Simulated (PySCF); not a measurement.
Compound: SiH2MePh, C₇H₁₀Si.
SMILES: `c1(ccccc1)[SiH2]C`

The closed-shell ground state was solved at several levels (PySCF, density fitting, gas phase, non-relativistic). One conformer (not necessarily the lowest) at the PBE0-D3(BJ)/def2-SVP geometry, without solvent, vibrations or thermal averaging.

```
           level  basis functions  total energy (Eh)  HOMO (eV)  LUMO (eV)  gap (eV)  dipole (D)
   PBE0/pcSseg-1              193          -561.7657      -7.33      -0.62      6.71        0.81
wB97X-D/pcSseg-1              193          -562.1210      -9.08       1.09     10.17        0.78
```

(1) Estimate the row for wB97X-D/def2-SVPD, a basis of 244 functions; the other rows only guide the guess.

(2) Over all these levels, which gives the widest orbital gap and which the narrowest?

(3) How far do the dipole and the HOMO energy spread over the levels?

## Answers

(1) Total energy -561.8911 Eh, HOMO -9.06 eV, LUMO 1.07 eV, gap 10.13 eV, dipole 0.80 D.

(2) wB97X-D/pcSseg-1 (range-separated hybrid) has the widest, 10.17 eV, and PBE0/pcSseg-1 (global hybrid, 25 % exact exchange) the narrowest, 6.71 eV. The two share the basis. From the narrowest to the widest the HOMO moves by -1.75 eV and the LUMO by +1.71 eV.

(3) The dipole runs from 0.78 to 0.81 D (mean 0.80 D) and the HOMO from -9.08 to -7.33 eV.

The pairwise dispersion term of wB97X-D wasn't added to the energies; at a given geometry it leaves orbitals and properties as they are.
